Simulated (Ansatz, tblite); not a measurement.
Removing and adding an electron: tetramethylammonium tetracyanoborate, `C[N+](C)(C)C.N#C[B-](C#N)(C#N)C#N`. The state is a singlet with charge 0. Geometry: PBE-D4/def2-SVP. Ansatz, gas phase; energy differences of separate SCF runs; the oxidised species was run as a doublet alone; the reduced species was run as a doublet alone.

```xyz
26

C    -2.394    1.579    0.507
N    -0.981    1.080    0.509
C    -0.037    2.177    0.923
C    -0.617    0.621   -0.882
C    -0.856   -0.062    1.488
H    -2.481    2.419   -0.205
H    -3.061    0.753    0.198
H    -2.661    1.917    1.525
H    -0.328    2.537    1.926
H     0.988    1.755    0.948
H    -0.104    3.001    0.189
H    -1.217   -0.269   -1.138
H    -0.810    1.448   -1.588
H     0.453    0.360   -0.900
H    -1.436   -0.928    1.118
H    -1.224    0.285    2.470
H     0.210   -0.343    1.553
N     3.768   -4.193   -1.033
C     2.987   -3.320   -1.017
B     1.930   -2.141   -0.985
C     1.741   -1.410   -2.395
N     1.517   -0.789   -3.365
C     2.329   -0.981    0.056
N     2.445   -0.064    0.782
C     0.471   -2.619   -0.517
N    -0.633   -2.810   -0.169
```

The xTB rows come from tblite. HOMO above LUMO, or a gap near zero within one spin, warns that the state may not be the lowest or that an electron is smeared out.

Task: Estimate orbital energies and vertical ionisation energies and electron affinities at: GFN1-xTB; GFN2-xTB; PBE-D4/def2-SVP; PBE0-D4/def2-SVP.

Result: 
```
           level  −HOMO (eV)  vertical IE (eV)  −LUMO (eV)  vertical EA (eV)  HOMO–LUMO gap (eV)  IE − EA (eV)                                                                   remarks
        GFN1-xTB       11.38             14.12        6.46              4.12                4.92         10.00                                                                         –
        GFN2-xTB        9.86             12.85        5.86              2.96                4.01          9.89                                                                         –
 PBE-D4/def2-SVP        7.11              9.94        1.40             -0.47                5.70         10.41  HOMO above zero (-1 doublet), gap within one spin near zero (+1 doublet)
PBE0-D4/def2-SVP        8.61             10.68        0.49             -0.83                8.12         11.50                                              HOMO above zero (-1 doublet)
```

Relaxing the reduced species (PBE-D4/def2-SVP) changes its energy by -0.20 eV at PBE-D4/def2-SVP, so the adiabatic electron affinity to this nearest minimum is -0.27 eV. At PBE0-D4/def2-SVP it is -0.71 eV. The highest occupied level of the relaxed charge -1 doublet lies above zero (up to 2.06 eV). By energy differences, losing it releases 0.27 eV (each at its own geometry, to the charge 0 singlet, at PBE-D4/def2-SVP).     A HOMO above zero means that the electron is unbound at that level or that self-interaction error raises the level; the energy of removing that electron tells which. Raw xTB energy differences between charge states are shifted by several eV; the methods need an empirical correction for them. Sets without diffuse functions give affinities that are too small. A negative affinity means that the extra electron isn't bound; its size then hangs on the basis.
